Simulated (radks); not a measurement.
Results of a calculation; reference values are marked as such.
Species: O I. Configuration: [He] 2s1 2p4 3s1 (not the ground configuration). Code: a radial shooting solver on a logarithmic mesh with Libxc functionals. Model: scalar-relativistic Kohn-Sham, r2SCAN, spin-unpolarised, spherical densities, finite nucleus; meta-GGA in the generalised Kohn-Sham scheme; Fermi nuclear charge, rms radius 2.6991 fm.

Unscreened Slater integrals over Kohn-Sham orbitals (eV).

\begin{tabular}{lr}
integral & value \\ \hline
F0(3s,3s) & 4.9430 \\
F0(3s,2p) & 6.5273 \\
G1(3s,2p) & 0.31138 \\
F0(3s,2s) & 6.5349 \\
G0(3s,2s) & 0.22731 \\
F0(3s,1s) & 6.8789 \\
G0(3s,1s) & 0.093645 \\
F0(2p,2p) & 22.433 \\
F2(2p,2p) & 10.144 \\
F0(2p,2s) & 22.522 \\
G1(2p,2s) & 13.735 \\
F0(2p,1s) & 32.175 \\
G1(2p,1s) & 3.4823 \\
F0(2s,2s) & 22.769 \\
F0(2s,1s) & 32.264 \\
G0(2s,1s) & 2.3899 \\
F0(1s,1s) & 128.78 \\
\end{tabular}

Derived for the open shells (J is the average intra-shell exchange parameter used in DFT+U). 2p: J = F2/5 = 2.029 eV; in LS coupling 1D lies 6 F2/25 = 2.435 eV above 3P.
